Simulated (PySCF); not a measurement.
# Polarisability and C₆ of Fe²⁺ (iron, charge +2)

[Ar] 3d5 4s1, high-spin 7S determinant (an excited configuration). Computed with PySCF 2.14 in aug-cc-pVTZ-DK (8s7p5d3f2g, 93 functions), with the spin-free X2C one-electron Hamiltonian (Gaussian nucleus). Coupled (time-dependent) response in atomic units; α is the mean over directions.

```
method  mean α (bohr³)  C₆ (like pair)  S(−4)
  TPSS           16.11           61.77  222.7
```

S(−4) is the Cauchy moment in α(ω) = α(0) + S(−4) ω² + …

α(iu) at TPSS:

```tsv
u (hartree)	α(iu) (bohr³)
0	16.11
0.0500	15.58
0.100	14.19
0.200	10.66
0.300	7.821
0.500	4.717
0.750	3.069
1.00	2.274
1.50	1.492
2.00	1.093
3.00	0.6759
5.00	0.3361
```

For an ion, C₆ is the dispersion term alone; charge-induced terms of lower order in 1/R come first.
